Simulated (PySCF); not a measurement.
A GIAO shielding run with PySCF 2.14.0 with density-fitted response routines (density fitting, non-relativistic, gas phase) on `C(/SC)(=C\C1CCC1)[SiH2]F`, C7H13FSSi:

```
$ OMP_NUM_THREADS=1 python probes_run.py task.json out

{"job": {"kind": "nmr", "xc": "PBE0", "basis": "pcSseg-1"}, "charge": 0, "multiplicity": 1}
C      3.186822    -1.128356    -0.930876
S      3.117282     0.508021    -0.144298
C      1.408483     0.751960     0.261349
C      0.459318    -0.146838     0.003106
C     -0.979859     0.035271     0.324286
C     -1.754845    -1.221569     0.773941
C     -2.843933    -0.913709    -0.263227
C     -1.929686     0.146223    -0.892561
Si     1.147976     2.425773     1.097245
F     -0.111921     3.154196     0.397572
H      2.580597    -1.132328    -1.832054
H      2.860536    -1.893106    -0.231714
H      4.230354    -1.281305    -1.187406
H      0.685892    -1.075365    -0.506113
H     -1.118999     0.867911     1.013962
H     -2.071429    -1.232940     1.814663
H     -1.214566    -2.142966     0.562474
H     -3.131150    -1.739440    -0.911193
H     -3.741278    -0.488449     0.180540
H     -2.363247     1.129993    -1.052629
H     -1.461283    -0.188128    -1.816598
H      2.269386     3.314450     0.852839
H      0.770798     2.277685     2.496771
```

Hardware: 1 thread of an Arm Neoverse N1, shared host. The job also computes population analyses, field gradients, ring-centre shieldings.

Q: How large is the calculation?

A: 94 electrons, 249 basis functions and 1334 auxiliary functions.

Q: How long does it take, and how much memory does it need?

A: 110 s of wall time, with 14 SCF cycles and 5 response iterations; peak memory 1.1 GiB. Times on a shared host scatter by some tens of per cent.
